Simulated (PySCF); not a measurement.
Bi(OMe)2(TeH), SMILES C[O][Bi]([TeH])[O]C, B3LYP/def2-SVP optimised geometry.

```
13

Bi    -1.63    -1.41     0.00
O     -1.88    -1.35    -2.11
C     -1.45    -2.44    -2.88
H     -2.00    -3.38    -2.68
H     -1.61    -2.19    -3.95
H     -0.37    -2.66    -2.76
O      0.48    -1.41     0.00
C      1.26    -0.49    -0.72
H      1.12     0.56    -0.38
H      2.33    -0.75    -0.57
H      1.06    -0.51    -1.81
Te    -2.33     1.41     0.00
H     -2.42     1.39     1.67
```

Density from B3LYP/def2-TZVP, def2 effective core potentials past Kr run with PySCF at that geometry. The core electrons that the potentials of Bi, Te replace are not part of the density.

Minimum of the electron density along straight lines between bonded atoms, close to the bond critical point (lines longer than 1.1 times the sum of covalent radii, or with two minima, are not listed):

```json
[
 {"bond": "Bi1–O2", "length / Å": "2.121", "ρ at the minimum / e bohr⁻³": "0.104", "∇²ρ there / e bohr⁻⁵": "0.31", "position (fraction from the first atom)": "0.53"},
 {"bond": "O2–C3", "length / Å": "1.407", "ρ at the minimum / e bohr⁻³": "0.266", "∇²ρ there / e bohr⁻⁵": "-0.63", "position (fraction from the first atom)": "0.64"},
 {"bond": "C3–H4", "length / Å": "1.111", "ρ at the minimum / e bohr⁻³": "0.273", "∇²ρ there / e bohr⁻⁵": "-0.93", "position (fraction from the first atom)": "0.64"},
 {"bond": "C3–H5", "length / Å": "1.105", "ρ at the minimum / e bohr⁻³": "0.277", "∇²ρ there / e bohr⁻⁵": "-0.96", "position (fraction from the first atom)": "0.65"},
 {"bond": "C3–H6", "length / Å": "1.108", "ρ at the minimum / e bohr⁻³": "0.275", "∇²ρ there / e bohr⁻⁵": "-0.94", "position (fraction from the first atom)": "0.64"},
 {"bond": "Bi1–O7", "length / Å": "2.109", "ρ at the minimum / e bohr⁻³": "0.105", "∇²ρ there / e bohr⁻⁵": "0.33", "position (fraction from the first atom)": "0.53"},
 {"bond": "O7–C8", "length / Å": "1.407", "ρ at the minimum / e bohr⁻³": "0.264", "∇²ρ there / e bohr⁻⁵": "-0.60", "position (fraction from the first atom)": "0.64"},
 {"bond": "C8–H9", "length / Å": "1.108", "ρ at the minimum / e bohr⁻³": "0.276", "∇²ρ there / e bohr⁻⁵": "-0.94", "position (fraction from the first atom)": "0.65"},
 {"bond": "C8–H10", "length / Å": "1.105", "ρ at the minimum / e bohr⁻³": "0.277", "∇²ρ there / e bohr⁻⁵": "-0.95", "position (fraction from the first atom)": "0.64"},
 {"bond": "C8–H11", "length / Å": "1.107", "ρ at the minimum / e bohr⁻³": "0.276", "∇²ρ there / e bohr⁻⁵": "-0.95", "position (fraction from the first atom)": "0.64"},
 {"bond": "Bi1–Te12", "length / Å": "2.896", "ρ at the minimum / e bohr⁻³": "0.057", "∇²ρ there / e bohr⁻⁵": "0.02", "position (fraction from the first atom)": "0.49"},
 {"bond": "Te12–H13", "length / Å": "1.676", "ρ at the minimum / e bohr⁻³": "0.130", "∇²ρ there / e bohr⁻⁵": "-0.03", "position (fraction from the first atom)": "0.63"}
]
```
